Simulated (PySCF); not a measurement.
Molfile (atoms numbered from 1):
```
C3H9ClOSi2
     RDKit          3D

 16 16  0  0  0  0  0  0  0  0999 V2000
   -0.7399   -0.8527    2.0939 Cl  0  0  0  0  0  0  0  0  0  0  0  0
   -1.5957   -0.7918    0.5336 C   0  0  0  0  0  0  0  0  0  0  0  0
   -0.7739   -0.0567   -0.5093 C   0  0  2  0  0  0  0  0  0  0  0  0
    0.5165   -0.8274   -0.8496 C   0  0  0  0  0  0  0  0  0  0  0  0
    1.9682   -0.0817    0.1447 Si  0  0  0  0  0  4  0  0  0  0  0  0
    1.3127    1.3977    0.4463 O   0  0  0  0  0  0  0  0  0  0  0  0
   -0.2485    1.6946    0.0950 Si  0  0  0  0  0  4  0  0  0  0  0  0
   -1.7883   -1.8285    0.2485 H   0  0  0  0  0  0  0  0  0  0  0  0
   -2.5429   -0.2836    0.7185 H   0  0  0  0  0  0  0  0  0  0  0  0
   -1.4116   -0.0050   -1.3985 H   0  0  0  0  0  0  0  0  0  0  0  0
    0.7267   -0.7073   -1.9144 H   0  0  0  0  0  0  0  0  0  0  0  0
    0.3765   -1.8966   -0.6861 H   0  0  0  0  0  0  0  0  0  0  0  0
    2.2526   -0.7188    1.4219 H   0  0  0  0  0  0  0  0  0  0  0  0
    3.1483    0.1792   -0.6726 H   0  0  0  0  0  0  0  0  0  0  0  0
   -0.9167    2.1247    1.3129 H   0  0  0  0  0  0  0  0  0  0  0  0
   -0.2918    2.6628   -0.9962 H   0  0  0  0  0  0  0  0  0  0  0  0
  1  2  1  0
  2  3  1  0
  3  4  1  0
  4  5  1  0
  5  6  1  0
  6  7  1  0
  7  3  1  0
  2  8  1  0
  2  9  1  0
  3 10  1  6
  4 11  1  0
  4 12  1  0
  5 13  1  0
  5 14  1  0
  7 15  1  0
  7 16  1  0
M  END
```

Geometry: GFN2-xTB; GIAO shifts from PySCF 2.14.0 with density-fitted response routines, gas phase, non-relativistic, averaged over equivalent atoms.

At HCTH407/STO-3G (56 basis functions, 8.1 s wall time on 1 thread of an Arm Neoverse V2, shared host):
| atoms | δ (ppm) |
| --- | --- |
| C2 | 52.3 |
| C3 | 26.1 |
| C4 | 16.8 |
| Si5 | -17.0 |
| Si7 | -21.7 |
| O6 | -140.3 |
| H13 | 2.87 |
| H15 | 2.80 |
| H14 | 2.69 |
| H16 | 2.65 |
| H8 | 2.62 |
| H9 | 2.57 |
| H10 | 1.12 |
| H11 | 0.85 |
| H12 | 0.49 |

δ = σ(ref) − σ, references computed at the same level: TMS for ¹³C (σ = 230.88 ppm), ²⁹Si (σ = 499.27 ppm), ¹H (σ = 32.96 ppm); ¹⁷O (σ = 333.92 ppm) against H2O.

Estimate the result of repeating the calculation with PBE0/pcSseg-1.

Results:


| atoms | δ at PBE0/pcSseg-1 | change |
| --- | --- | --- |
| C2 | 57.5 | +5.2 |
| C3 | 29.2 | +3.1 |
| C4 | 18.5 | +1.7 |
| Si5 | 1.4 | +18.4 |
| Si7 | -5.8 | +15.9 |
| O6 | 37.3 | +177.6 |
| H13 | 5.31 | +2.44 |
| H15 | 5.25 | +2.45 |
| H14 | 5.24 | +2.55 |
| H16 | 4.97 | +2.32 |
| H8 | 3.81 | +1.19 |
| H9 | 3.88 | +1.31 |
| H10 | 1.72 | +0.60 |
| H11 | 1.57 | +0.72 |
| H12 | 0.66 | +0.17 |

Scale: ¹³C (σ = 186.93 ppm), ²⁹Si (σ = 349.16 ppm), ¹H (σ = 31.72 ppm) against TMS; H2O for ¹⁷O (σ = 336.08 ppm) (reference shieldings calculated alike).

The largest change is at O6 (oxygen bonded to 2 Si, in a 5-membered ring). Cost: 185 basis functions, 23 s wall time on 1 thread of an Arm Neoverse V2, shared host. The order of the carbon signals is the same at both levels.

Carbons that carry Cl, above all several Cl atoms, come out too deshielded, partly because spin–orbit coupling is missing. Experimental scales use liquid or dissolved standards, which lie at an offset from isolated H2O (liquid H2O: subtract about 36 ppm).
